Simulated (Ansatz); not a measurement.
Start from `[CH3][Zr]([OH])([Cl])[Cl]` and change one atom or group to get `[OH][Zr]([Cl])([Cl])[I]`.

Ansatz, PBE0-D4/def2-TZVP geometries, multiplicity 1. Each molecule was computed in one conformer, which needn't be the lowest.

Elements past krypton have def2 core potentials.  Spin–orbit coupling is left out; it splits and shifts lone-pair levels of the heavy atoms by tenths of an eV.

```json
{"property": "HOMO energy (PBE0/def2-TZVPP) / eV", "`[CH3][Zr]([OH])([Cl])[Cl]`": "-8.10"}
{"property": "HOMO energy (B3LYP/def2-TZVPP) / eV", "`[CH3][Zr]([OH])([Cl])[Cl]`": "-7.85"}
{"property": "LUMO energy (PBE/def2-TZVPP) / eV", "`[CH3][Zr]([OH])([Cl])[Cl]`": "-2.44"}
{"property": "size of the dipole moment (B3LYP/def2-TZVPP) / D", "`[CH3][Zr]([OH])([Cl])[Cl]`": "2.70"}
{"property": "zero-point energy (PBE0-D4/def2-TZVP) / kJ/mol", "`[CH3][Zr]([OH])([Cl])[Cl]`": "128.9"}
{"property": "HOMO–LUMO gap (ωB97M-V/def2-TZVPP) / eV", "`[CH3][Zr]([OH])([Cl])[Cl]`": "10.93"}
```

Q: What does the change do to each property? (Best estimate.)

A: The calculation gave: 
| property | `[OH][Zr]([Cl])([Cl])[I]` | shift |
| --- | --- | --- |
| HOMO energy (PBE0/def2-TZVPP) / eV | -8.04 | 0.06 |
| HOMO energy (B3LYP/def2-TZVPP) / eV | -7.78 | 0.07 |
| LUMO energy (PBE/def2-TZVPP) / eV | -2.92 | -0.48 |
| size of the dipole moment (B3LYP/def2-TZVPP) / D | 2.81 | 0.11 |
| zero-point energy (PBE0-D4/def2-TZVP) / kJ/mol | 40.8 | -88.1 |
| HOMO–LUMO gap (ωB97M-V/def2-TZVPP) / eV | 9.90 | -1.03 |

With PBE0 the HOMO rises by 0.06 eV and the LUMO falls by 0.61 eV, so the gap narrows by about 0.67 eV. PBE moves the HOMO by -0.15 eV and ωB97M-V by 0.29 eV. The zero-point energy changes by -88.1 kJ/mol with -9 modes. Dipoles are sizes alone; their direction can turn.

Positive LUMOs are unbound, so they and the gaps depend on the basis.

B3LYP here is the variant with VWN-RPA as its local correlation; programs differ in this.
